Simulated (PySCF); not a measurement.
C2H4ClNOSi, SMILES C[Si@@H](Cl)OC#N. Atoms are numbered in the order given.

```xyz
10

C     -1.6678     0.0665     1.1615
Si    -0.3114    -0.8118     0.2443
Cl    -0.5383    -0.6020    -1.7982
O      1.2084    -0.0941     0.6832
C      1.4084     1.1805     0.7387
N      1.6182     2.3372     0.8071
H     -1.5355    -0.0567     2.2555
H     -2.6588    -0.3372     0.8734
H     -1.6468     1.1492     0.9226
H     -0.0861    -2.2445     0.5804
```

Geometry: PBE-D3(BJ)/def2-SVP. The structure was generated by enumeration; whether it is a known compound was not checked. Other conformers were not sampled.

These are PySCF with PBE-D3(BJ)/def2-SVP values and carry that method's errors.

Frequencies are harmonic and unscaled.

```csv
mode,ν (cm⁻¹),IR (km/mol),moving atoms (share of kinetic energy)
1,41,2.4,"N 39 %, Cl 26 %, C 15 %, O 14 %"
2,90,3.0,"N 44 %, C 25 %, H 13 %, O 12 %"
3,148,0.0,H 95 %
4,188,3.3,"C 31 %, H 23 %, Cl 22 %, Si 14 %, O 9 %"
5,223,2.7,"O 45 %, Cl 18 %, C 17 %, H 8 %, Si 8 %"
6,281,11.5,"Si 36 %, H 17 %, O 17 %, C 17 %"
7,493,2.3,"C 68 %, N 15 %, O 13 %"
8,501,17.4,"C 61 %, Si 16 %, N 12 %"
9,533,46.4,"Cl 37 %, Si 32 %, C 17 %"
10,657,56.1,"O 40 %, Si 23 %, C 16 %, H 13 %"
11,667,20.1,"H 69 %, C 13 %, Si 10 %"
12,726,2.4,"H 84 %, C 13 %"
13,753,74.6,"Si 35 %, H 31 %, C 30 %"
14,838,209.1,"H 74 %, Si 16 %, C 9 %"
15,863,131.5,"H 78 %, C 12 %, Si 10 %"
16,1166,188.8,"O 64 %, N 30 %"
17,1226,34.3,"H 78 %, C 22 %"
18,1371,5.1,H 96 %
19,1373,5.3,H 96 %
20,2249,92.3,H 96 %
21,2313,208.5,"C 66 %, N 31 %"
22,2981,1.1,H 97 %
23,3087,0.5,"H 91 %, C 9 %"
24,3091,0.2,"H 91 %, C 9 %"
```
